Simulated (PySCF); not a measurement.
Match the calculated data to a structure.

All candidates are C6H7ClF2.

* Dipole: 2.13 D [B3LYP/def2-SVPD]
* Polarisability: 90.9 au [B3LYP/def2-SVPD]
* Rotational structure: rotational constants A, B, C: 1.718, 0.889, 0.726 GHz [GFN2-xTB]
* Triplet: lowest triplet excitation (Tamm–Dancoff): 3.39 eV [TDA B3LYP/def2-SVPD]
* UV, first state: lowest singlet excitation: 5.16 eV (240 nm, f = 0.201) [TDDFT B3LYP/def2-SVPD]

The electronic properties come from PySCF, for the isolated species, density fitting. Levels stand in brackets. One conformer (not necessarily the lowest) at the GFN2-xTB geometry, without solvent, vibrations or thermal averaging.

Task: Which candidate is it?
A. `FC(F)[C@@H]1CC=C(Cl)C1`
B. `C=C(F)/C(F)=C(\Cl)CC`
C. `CC/C=C(F)\C(Cl)=C/F`

Result: C. It is `CC/C=C(F)\C(Cl)=C/F`. Numbering: `[CH3:1][CH2:2]/[CH:3]=[C:4]([F:5])\[C:6]([Cl:7])=[CH:8]/[F:9]`. Its formula, C6H7ClF2, gives 2 degrees of unsaturation: 0 rings and 2 π bonds in the structure found. S1 is mainly HOMO→LUMO (weight 0.94); the largest Löwdin shares of the orbital it empties are 0.22 on the alkene CH carbon, 0.17 on a vinylic C–F carbon, 0.16 on a vinylic C–F carbon and 0.12 on the vinylic C–Cl carbon, of the orbital it fills 0.24 on a vinylic C–F carbon, 0.19 on the vinylic C–Cl carbon, 0.17 on the alkene CH carbon and 0.12 on a vinylic C–F carbon. The optimised geometry has point group C1 and is an asymmetric top.

The others, at the same levels:
- `FC(F)[C@@H]1CC=C(Cl)C1` fails: its computed lowest singlet excitation is 6.34 eV (195 nm, f = 0.002) (against 5.16 eV), lowest triplet excitation (Tamm–Dancoff) is 4.18 eV (against 3.39 eV) and static isotropic polarisability is 83.5 au (against 90.9 au).
- `C=C(F)/C(F)=C(\Cl)CC` fails: its computed lowest triplet excitation (Tamm–Dancoff) is 2.99 eV (against 3.39 eV), static isotropic polarisability is 96.6 au (against 90.9 au) and rotational constant A is 1.920 GHz (against 1.718 GHz).

Each candidate is one conformer, not necessarily the lowest. Dipoles, sizes and rotational constants follow the conformer. The torsions of the flexible species, by atom-mapped SMILES:
- `[CH3:1][CH2:2]/[CH:3]=[C:4]([F:5])\[C:6]([Cl:7])=[CH:8]/[F:9]`: C1–C2–C3–C4 141°, C3–C4–C6–Cl7 -136°
- `[CH2:1]=[C:2]([F:3])/[C:4]([F:5])=[C:6](\[Cl:7])[CH2:8][CH3:9]`: C1–C2–C4–F5 1°, C4–C6–C8–C9 -104°

The conformers of `FC(F)[C@@H]1CC=C(Cl)C1` aren't listed.
